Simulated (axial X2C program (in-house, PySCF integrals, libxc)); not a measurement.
## Density and ELF of PtO⁺

All values were computed with an in-house relativistic program for diatomic molecules. Two-component (2c) means X2C with spin–orbit coupling and atomic mean-field two-electron Coulomb and Gaunt terms. Basis: Pt dyall-cv3z [13s14p9d6f4g], O dyall-av3z [7s6p3d2f] (cores contracted in-house); Gaussian nuclei, density fitting, unrestricted open shells. Masses: Pt 194.965 u, O 15.995 u.

PBE0, 2c, state Ω = 3/2 (⟨Sz⟩ = 1.40, ⟨Lz⟩ = 0.10 at PBE0); Pt at z = 0, O at z = 1.724 Å.

The maps cover the half plane through the axis: z from -2.4 to 3.6 Å along the bond, ρ from 0.15 to 2.25 Å away from it.

log10 of the density in e/bohr³:

```
 ρ\z  -2.4  -1.8  -1.2  -0.6   0.0   0.6   1.2   1.8   2.4   3.0   3.6
0.15  -4.3  -3.1  -1.7  -0.1   1.9  -0.1  -0.4   0.5  -0.8  -2.2  -3.5
0.45  -4.3  -3.1  -1.8  -0.4   0.4  -0.4  -0.7  -0.3  -1.1  -2.3  -3.6
0.75  -4.3  -3.1  -2.0  -0.9  -0.4  -0.9  -1.1  -0.9  -1.6  -2.6  -3.8
1.05  -4.4  -3.3  -2.2  -1.4  -1.0  -1.4  -1.6  -1.6  -2.1  -3.0  -4.1
1.35  -4.5  -3.5  -2.6  -1.9  -1.6  -1.9  -2.2  -2.3  -2.7  -3.4  -4.4
1.65  -4.7  -3.8  -3.0  -2.4  -2.2  -2.4  -2.7  -2.9  -3.2  -3.9  -4.8
1.95  -5.0  -4.1  -3.4  -2.9  -2.7  -2.9  -3.2  -3.4  -3.8  -4.4  -5.2
2.25  -5.3  -4.5  -3.8  -3.4  -3.3  -3.4  -3.7  -4.0  -4.3  -4.9  -5.6
```

Electron localisation function (collinear form, no current term, damped to 0 at low density):

```
 ρ\z  -2.4  -1.8  -1.2  -0.6   0.0   0.6   1.2   1.8   2.4   3.0   3.6
0.15  0.00  0.00  0.05  0.61  0.32  0.53  0.79  0.23  0.88  0.40  0.02
0.45  0.00  0.00  0.07  0.58  0.40  0.49  0.72  0.84  0.84  0.33  0.01
0.75  0.00  0.01  0.09  0.43  0.59  0.36  0.51  0.81  0.71  0.21  0.01
1.05  0.00  0.01  0.09  0.32  0.39  0.26  0.26  0.55  0.43  0.09  0.00
1.35  0.00  0.01  0.07  0.23  0.27  0.18  0.10  0.21  0.15  0.02  0.00
1.65  0.00  0.00  0.05  0.14  0.18  0.11  0.04  0.05  0.03  0.00  0.00
1.95  0.00  0.00  0.02  0.07  0.09  0.06  0.01  0.01  0.00  0.00  0.00
2.25  0.00  0.00  0.00  0.02  0.03  0.02  0.00  0.00  0.00  0.00  0.00
```

Axial spin density in 10⁻³ e/bohr³:

```
 ρ\z  -2.4  -1.8  -1.2  -0.6    0.0   0.6   1.2    1.8  2.4  3.0  3.6
0.15   0.0  -0.1   1.7  83.5  -25.8  86.7  13.3  350.5  8.9  0.2  0.0
0.45   0.0   0.1   2.9  54.0   -3.9  33.9  12.9  158.5  9.9  0.2  0.0
0.75   0.0   0.2   3.0  26.3   25.4  10.0   3.8   32.8  5.2  0.2  0.0
1.05   0.0   0.2   2.1  11.5   15.9   4.9   0.8    6.2  1.7  0.1  0.0
1.35   0.0   0.1   1.1   4.6    6.5   2.5   0.3    1.1  0.5  0.1  0.0
1.65   0.0   0.1   0.5   1.7    2.3   1.1   0.2    0.2  0.1  0.0  0.0
1.95   0.0   0.0   0.2   0.6    0.8   0.4   0.1    0.0  0.0  0.0  0.0
2.25   0.0   0.0   0.1   0.2    0.2   0.1   0.0    0.0  0.0  0.0  0.0
```

Occupations by symmetry block were frozen at the best pattern of an incomplete PBE0 search. Density functionals use the spin component along the axis (collinear). Other states lie close and PBE0, whose exact exchange favours high spin, may order them wrongly; the determinant shown need not be the ground state. The nearest other 2c determinant of the search, Ω = 1/2, lies 0.36 eV up at the distance of the search. With several unpaired electrons one determinant need not be a pure state. This is the top spin component of a Σ state; components of lower Ω are not single determinants and can lie lower.
